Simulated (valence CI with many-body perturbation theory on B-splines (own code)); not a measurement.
## Questions on As¹¹⁺

Method: relativistic CI+MBPT: four valence electrons over a frozen Dirac-Fock core [Ar], a basis of 9 s, 9 p, 10 d, 8 f, 5 g, 3 h, 1 i functions for each j, with the one-electron correlation potential Σ1 (screened to all orders), the two-electron term Σ2, the three-electron term Σ3, Breit, model QED; selected single and double excitations, second order for the rest, scaled by the run's own slope (own B-spline code, finite nucleus).

No measured levels were compared; by estimate terms of the open shell hold to 2 to 4 % of their energy, and close levels can change places. Core correlation moves these levels by up to 6200 cm⁻¹, and in measured spectra 5 to 20 % of such shifts remained as error; rates that hang on mixing are uncertain with them. Only levels of the ground parity were solved; by the run's estimate the other parity begins above the list, which can be wrong where configurations are misplaced.

Rates and lifetimes use the calculated energies. Strong lines usually hold to 10 to 20 %, long lifetimes can be off by a factor of two.

Question: What is the ground level?

Answer: 3d⁴ ⁵D_0, composition 97 % 3d⁴ ⁵D + 3 % 3d⁴ ³P.

Question: What is the ionisation energy?

Answer: 333.35 eV; NIST lists 333 ± 2.5 eV (theoretical).

Question: How well does LS coupling describe the low levels?

Answer: Among the lowest 20 levels the leading LS term, summed over configurations, holds 90 % on average. For single configurations the figures are 90 % in LS and 56 % in jj coupling. Terms mix most in the J = 3 level at 6.443 eV, where the leading one holds 66 %.

Question: How is the term ⁵D of the ground level split?

Answer: J = 0 at 0.000, J = 1 at 0.140, J = 2 at 0.373, J = 3 at 0.664, J = 4 at 0.986 eV.
